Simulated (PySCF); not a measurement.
State search for CaBi⁺

Unrestricted PBE0; basis Ca def2-SVP, Bi def2-SVP with ECP60; scalar-relativistic core potentials; PySCF 2.14. Outer shells of the fragments: Ca+ 4s1; Bi 5d10 6s2 6p3.

Followed along the bond (rough minima from three points):

| 2Ms+1 | unpaired | ⟨S²⟩ at the start | R at minimum (Å) | Te (eV) |
| --- | --- | --- | --- | --- |
| 3 | π ↑↑ | 2.04 | 3.05 | 0.00 |
| 1 | π ↑↓ | 1.00 | 3.03 | 0.30 |
| 3 | σ ↑, π ↑ | 2.01 | none in the scan | ≤ 1.09 |
| 1 | none | 0.00 | none in the scan | ≤ 1.09 |
| 5 | σ ↑↑, π ↑↑ | 6.00 | none in the scan | ≤ 1.19 |

Solutions found at the starting distance of 3.150 Å, counted from the lowest of them; the search is not exhaustive and high or unbound solutions are not listed, so other states can lie among these:

| 2Ms+1 | unpaired | term | E (eV) | ⟨S²⟩ | ⟨Lz²⟩ | μ (D) |
| --- | --- | --- | --- | --- | --- | --- |
| 3 | π ↑↑ | ³Σ⁻ | 0.00 | 2.04 | 0.00 | -13.40 |
| 1 | π ↑↓ | mixed | 0.31 | 1.00 | 2.01 | -13.59 |
| 1 | none | mixed | 1.08 | 0.00 | 2.00 | -13.46 |
| 3 | σ ↑, π ↑ | ³Π | 1.27 | 2.01 | 1.01 | -14.87 |
| 5 | σ ↑↑, π ↑↑ | ⁵Σ⁻ | 1.28 | 6.00 | 0.00 | -7.58 |
| 1 | σ ↓, π ↑ | mixed | 1.55 | 1.04 | 1.01 | -14.66 |
| 3 | σ ↑, π ↑ | ³Π | 1.89 | 2.00 | 1.00 | -6.40 |
| 1 | σ ↓, π ↑ | mixed | 1.92 | 1.00 | 1.01 | -6.45 |
| 3 | σ ↑↑, π ↑↓ | mixed | 1.94 | 3.01 | 2.01 | -7.48 |
| 1 | σ ↓↓, π ↑↑ | mixed | 1.95 | 2.01 | 0.00 | -7.55 |
| 5 | σ ↑, π ↑↑, δ ↑ | ⁵Δ | 2.56 | 6.00 | 4.00 | -9.21 |
| 5 | σ ↑, π ↑↑↑ | ⁵Π | 2.56 | 6.00 | 1.00 | -9.32 |
| 3 | π ↑, δ ↑ | mixed | 3.36 | 2.00 | 4.99 | -8.30 |

A term symbol is given only where ⟨S²⟩ and ⟨Lz²⟩ are close to those of a pure state; real π, δ and φ orbitals otherwise mix terms. A positive dipole points towards Bi; it is taken about the centre of mass and depends on that origin.

Spin–orbit coupling is left out, which matters for elements this heavy, above all for dissociation energies.
